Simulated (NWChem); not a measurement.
**Correlation energy of Cl₂ (-1)**

```xyz
2

Cl     0.0000     0.0000     1.3266
Cl     0.0000     0.0000    -1.3266
```
Charge -1, spin multiplicity 2.

The numbers come from NWChem runs, not from measurements. All single points use one geometry, from UPBE0/def2-SVP, a minimum by its harmonic frequencies.

Basis set: aug-cc-pVDZ. Each correlation energy counts from its own Hartree-Fock reference.

The correlated methods keep 10 core orbitals frozen. The structure started from a generated list of species. The unpaired electrons of the parent sit in orbitals of symmetry b1u (D2h labels of the run); other states weren't searched. The anion's geometry comes from a basis without diffuse functions. The stability of the SCF solutions was not checked. Open-shell Hartree-Fock references start from PBE0 orbitals. Coupled-cluster values serve here as a point of comparison, not as the truth.

**Question.** For the correlation energy, UMP2 gives -301.2 mHa and SCS-UMP2 gives -289.3 mHa. What do CCSD on UHF, CCSD[T] on UHF, CCSD(T) on UHF give?

**Answer.** CCSD on UHF: -326.7 mHa; CCSD[T] on UHF: -336.1 mHa; CCSD(T) on UHF: -335.8 mHa.
